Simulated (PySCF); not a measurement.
Ligand exchange on a metal centre used in film growth or etching (Hf Cl-F). Isolated molecules, 0 K electronic values unless said otherwise.

Method: PBE-D3(BJ)/def2-TZVP // r2SCAN-D4/def2-SVP (PySCF). All candidates: neutral, multiplicity 1. 

| Item | Result |
|---|---|
| dipole moment | 0.00 D |
| HOMO–LUMO gap | 8.45 eV |
| LUMO | -1.65 eV |

Task: Which member has these values?
A) [Hf(Cl)3(F)]
B) [Hf(Cl)4]
C) [Hf(F)4]
D) [Hf(Cl)2(F)2]

Result: C, [Hf(F)4]. The others give [Hf(Cl)4]: 0.00 D, 5.29 eV, -3.02 eV; [Hf(Cl)3(F)]: 0.11 D, 5.50 eV, -2.81 eV; [Hf(Cl)2(F)2]: 0.05 D, 5.84 eV, -2.56 eV
